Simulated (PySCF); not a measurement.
A calculated (MN15, PySCF 2.14, x2c-TZVPall, scalar relativity by spin-free X2C-1e) atom or ion has these occupied shells.

```tsv
shell	electrons	orbital energy (eV)	rms radius, mean of both spins (bohr)
1s α	1	-3948.9	0.0889
1s β	1	-3948.9	0.0889
2s β	1	-419.09	0.400
2s α	1	-419.09	0.400
2p β	3	-346.95	0.364
2p α	3	-346.93	0.364
3s α	1	-57.721	1.25
3s β	1	-57.514	1.25
3p α	3	-38.384	1.36
3p β	3	-38.240	1.36
4s α	1	-10.108	3.90
```

(1) Name the element and its charge.

Results:

(1) Ca⁺ (calcium, charge +1), in [Ar] 4s1, 2S determinant.
